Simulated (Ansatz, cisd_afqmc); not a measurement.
System: V, charge 0, quartet.

Total energies in def2-SVP, 5 correlated electrons, 9 frozen orbitals. Open shells are spin-unrestricted; no spin-orbit coupling. Cores are frozen in correlated methods (noble-gas shells, and filled d and f shells in the p block). No relativity. AFQMC/CISD: phaseless, guided by CISD from CCSD amplitudes; bars are statistical, one sigma. Outlying blocks are dropped, and bars are widened where a walk drifts. Over all cases where full CI ran beside it in this data, AFQMC minus full CI had a median of +0.1 mEh and passed +0.4 mEh in a tenth of the cases. Open-shell metal atoms are single determinants of the lowest configuration found, not pure terms.

| method | program | energy (Eh) | minus CCSDTQ (mEh) |
|---|---|---|---|
| HF | Ansatz | -942.75223 | 53.50 |
| MP2 | Ansatz | -942.78982 | 15.92 |
| CCSD | Ansatz | -942.80416 | 1.58 |
| CCSD(T) | Ansatz | -942.80522 | 0.52 |
| CCSDT(Q) | Ansatz | -942.80573 | 0.01 |
| CCSDTQ | Ansatz | -942.80574 | 0.00 |
| AFQMC/CISD | cisd_afqmc | -942.8055 ± 0.0002 | 0.3 ± 0.2 |

Ansatz is an electronic-structure program.
